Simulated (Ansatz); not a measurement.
Reaction (ligand exchange at a Ge–C bond): `B[CH](Cl)[GeH3]` + HCl → `[Cl][GeH3]` + `BCCl`

Calculated with Ansatz (gas phase, PBE0-D4/def2-TZVP geometries, no zero-point term in ΔE). CBS: MP2 limit from def2 TZ/QZ plus the TZ coupled-cluster correction, frozen cores. This one scheme is used for every species. DFT in def2-TZVPP. For Ge outer-core shells are correlated without core-valence functions, which leaves a few kJ/mol of doubt a bond. Scalar relativity is left out up to krypton.

```
         level  ΔE (kJ/mol)
        PBE-D4        -63.9
       ωB97X-V        -77.0
        r2SCAN        -72.5
MP2/def2-TZVPP        -63.3
```

(1) What does CCSD(T)/CBS give? (An estimate is asked.)

Largest T1 diagnostic among the species: 0.011.

Answers

(1) The calculation gave: -64.8 kJ/mol. The listed levels differ from it by 0.9, -12.2, -7.7, 1.5 kJ/mol.

The D4 term adds +8.8 kJ/mol with B3LYP and +4.8 kJ/mol with PBE0; it sums over pairs of atoms, weighted by their polarisabilities, and B3LYP, whose exchange is more repulsive, gets the larger term. From PBE to PBE0 (25 % exact exchange), in def2-TZVPP and without D4, ΔE moves by −6.0 kJ/mol.

B3LYP here is the variant with VWN-RPA as its local correlation; programs differ in this.
